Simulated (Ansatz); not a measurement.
`F[SiH](F)[SeH]` and `N[SiH](F)[SeH]` differ in one atom or group.

Ansatz, PBE0-D4/def2-TZVP geometries, multiplicity 1. Each molecule was computed in one conformer, which needn't be the lowest.

Scalar relativity is left out up to krypton.

```tsv
property	`F[SiH](F)[SeH]`
LUMO energy (PBE0/def2-TZVPP) / eV	-0.39
HOMO–LUMO gap (B3LYP/def2-TZVPP) / eV	6.84
HOMO energy (PBE/def2-TZVPP) / eV	-6.56
size of the dipole moment (PBE/def2-TZVPP) / D	0.84
LUMO energy (PBE/def2-TZVPP) / eV	-1.29
zero-point energy (PBE0-D4/def2-TZVP) / kJ/mol	60.8
```

Task: Give the same properties after the change, and the shifts. (An estimate is asked.)

Result: Ansatz gave: 
```tsv
property	`N[SiH](F)[SeH]`	shift
LUMO energy (PBE0/def2-TZVPP) / eV	0.10	0.49
HOMO–LUMO gap (B3LYP/def2-TZVPP) / eV	6.91	0.07
HOMO energy (PBE/def2-TZVPP) / eV	-6.18	0.38
size of the dipole moment (PBE/def2-TZVPP) / D	2.38	1.54
LUMO energy (PBE/def2-TZVPP) / eV	-0.80	0.49
zero-point energy (PBE0-D4/def2-TZVP) / kJ/mol	121.8	61.0
```

With PBE0 the HOMO rises by 0.41 eV and the LUMO rises by 0.49 eV, so the gap widens by about 0.08 eV. PBE moves the HOMO by 0.38 eV and ωB97M-V by 0.41 eV. The zero-point energy changes by 61.0 kJ/mol with +6 modes. Dipoles are sizes alone; their direction can turn.

B3LYP here is the variant with VWN-RPA as its local correlation; programs differ in this.

Spin–orbit coupling is left out; it splits and shifts lone-pair levels of the heavy atoms by tenths of an eV.
